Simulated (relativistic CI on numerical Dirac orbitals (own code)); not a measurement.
# Re XXVI: computed level list

These numbers are calculated, not measured: Dirac-Coulomb-Breit CI, separate exchange-only KLI orbitals for each configuration, QED by a radiative potential, unscaled Slater integrals (own radial code, finite nucleus).

CI space (outside the closed core [Ar] 3d10 4p6 4d10): 4s2.4f4, 4s2.4f3.5s, 4s2.4f2.5s2, 4s2.4f3.5p, 4s2.4f2.5s.5p, 4s2.4f2.5p2, 4s2.4f3.5d, 4s2.4f2.5s.5d, 4s2.4f2.5p.5d, 4s2.4f3.5f, 4s2.4f3.6s, 4s2.4f3.6p, 4s.4f3.5s2. Levels of other configurations are missing.

The lowest level is 4s2.4f4 5I_4, with 83 % of that term; Hund's rules for 4s2.4f4 give 5I with J = 4, in agreement.

```csv
No.,Configuration,Term,J,E (cm⁻¹),%,Next component (%),Landé g
1,4s2.4f4,5I,4,0.0,83,15 3H,0.637
2,4s2.4f4,5I,5,15302.2,91,8 3H,0.908
3,4s2.4f4,5I,6,28412.3,89,7 3K,1.055
4,4s2.4f4,5I,7,39040.2,75,19 3K,1.133
5,4s2.4f4,5F,2,40422.2,40,20 3D,0.970
6,4s2.4f4,5F,1,46026.4,80,19 3D,0.113
7,4s2.4f4,5I,8,47839.2,57,30 3K,1.174
8,4s2.4f4,3G,4,48528.3,29,19 3H,1.023
9,4s2.4f4,5F,3,53577.6,67,17 3G,1.147
10,4s2.4f4,5G,2,58446.7,50,26 5F,0.669
11,4s2.4f4,5S,2,59279.7,57,22 3P,1.581
12,4s2.4f4,5G,3,61336.5,54,25 3G,0.927
13,4s2.4f4,3K,6,61361.0,85,8 5I,0.882
14,4s2.4f4,3L,7,65711.8,52,25 3K,0.972
15,4s2.4f4,5F,5,67214.0,33,30 3G,1.217
16,4s2.4f4,5F,4,69636.1,69,14 3H,1.221
17,4s2.4f4,3M,8,71055.5,37,26 5I,1.025
18,4s2.4f4,5G,4,81461.0,67,23 3H,1.049
19,4s2.4f4,3D,2,82902.1,28,26 5F,1.152
20,4s2.4f4,5F,5,83525.7,50,24 3H,1.251
21,4s2.4f4,3G,3,83546.3,53,29 5G,0.875
22,4s2.4f4,3P,1,89395.3,57,28 3D,1.016
23,4s2.4f4,1D,2,91877.5,36,35 3F,1.057
24,4s2.4f4,3L,8,92216.7,62,28 1L,1.000
25,4s2.4f4,3M,9,93491.4,59,41 3L,1.050
26,4s2.4f4,3P,0,93864.2,69,30 5D,
27,4s2.4f4,5G,5,94507.7,55,22 3H,1.121
28,4s2.4f4,3K,7,94986.9,51,40 3L,0.969
29,4s2.4f4,3I,5,95808.7,40,25 3H,0.955
30,4s2.4f4,5G,6,96005.4,51,36 3H,1.228
```

Energies count from the lowest computed level.

The mean weight of the leading LS term, summed over parents, in these 30 levels is 57 %, and that of the leading jj configuration (from the same eigenvectors) 67 %.

At this charge energies of transitions that change n are usually good to better than 1 %, and those within a shell (Δn = 0) to a few per cent. Terms inside the open d or f shell come out 10 to 20 % too wide with unscaled integrals.

LS names give the leading component of a level, which can be under half, so a name can repeat, a term be missing and a line seem to break the LS rules.
